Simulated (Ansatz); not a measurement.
System: C$_{5}$H$_{4}$BrN, charge 0, multiplicity 1. SMILES: Brc1ccncc1
Geometry from a B3LYP-D3(BJ)/def2-TZVP (Ansatz, a quantum-chemistry and plane-wave program) optimisation:
```
C
C 1 1.3856
H 2 1.0802 1 121.49
C 1 1.3856 2 119.82 3 -180.00
H 4 1.0802 1 121.49 2 -180.00
C 2 1.3907 3 120.96 1 -180.00
N 6 1.3319 2 123.91 3 180.00
C 7 1.3319 6 117.26 2 0.00
H 8 1.0847 7 116.44 6 180.00
H 6 1.0847 7 116.44 8 180.00
Br 1 1.9032 2 120.09 3 0.00
```

Property: atomisation energy (electronic, to ground-state atoms), in kJ/mol. Cores are frozen in the correlated levels unless marked. Open shells are spin-unrestricted. No spin-orbit coupling. The frozen core is the preceding noble-gas configuration, with the filled d and f shells of earlier blocks. Non-relativistic. The coupled-cluster limit lacks core correlation, which all-electron functionals hold. Basis-set limits of correlation are two-point, X^-3; Hartree-Fock from the larger set.

The Hartree-Fock reference is unstable (checked in the largest basis), which strains HF and MP2. 

```csv
level,program,atomisation energy (kJ/mol)
PBE/def2-TZVPD,Ansatz,…
B3LYP/def2-TZVPD,Ansatz,…
BHLYP-D4/def2-TZVPD,Ansatz + dftd4,…
r2SCAN0/def2-TZVPD,Ansatz,4971.8
HSE06-D4/def2-TZVPD,Ansatz + dftd4,5155.2
SCS-MP2/aug-cc-pVTZ,Ansatz,5001.6
"CCSD(T)/CBS(cc-pVTZ,cc-pVQZ)",Ansatz,5023.9
```

Complete the blanks.


- PBE/def2-TZVPD, atomisation energy (kJ/mol): 5259.8
- B3LYP/def2-TZVPD, atomisation energy (kJ/mol): 5009.6
- BHLYP-D4/def2-TZVPD, atomisation energy (kJ/mol): 4856.3
